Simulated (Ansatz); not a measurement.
Coupled-cluster diagnostics for Na3Cl3⁻, Ansatz.

Geometry of the doublet (PBE-D4/def2-SVPD):

```xyz
6

Na    0.163   -1.323   -0.577
Na   -1.039    3.400    0.821
Na    2.394   -5.164   -0.376
Cl    0.562   -3.637   -1.465
Cl   -1.664    5.699    1.459
Cl   -0.416    1.025    0.138
```

Correlated methods freeze 18 core orbitals; core or outer-core shells of Na are correlated, in sets that lack core-valence functions. Another isomer (doublet) lies 0.28 eV lower at PBE0-D4/def2-TZVPD; other spin states weren't run for this one.

Task: Estimate the CCSD(T) correlation energy, the shares of MP2 and (T), T1 and the reference's ⟨S²⟩ for: charge -1, doublet, own geometry in def2-SVPD; and the rough time on 4 threads of Intel Xeon Platinum 8488C on a shared host.

Result: 
| state | basis | correlation (eV) | MP2 share (%) | (T) share (%) | T1 | ⟨S²⟩ (pure) | wall time |
| --- | --- | --- | --- | --- | --- | --- | --- |
| charge -1, doublet, own geometry | def2-SVPD | -14.345 | 90.9 | 2.3 | 0.008 | 0.75 (0.75) | 86 s |
Customary marks for T1 are 0.02 (closed shells), 0.045 (open shells) and about 0.05 (3d metals). T1 stays under 0.02 throughout.
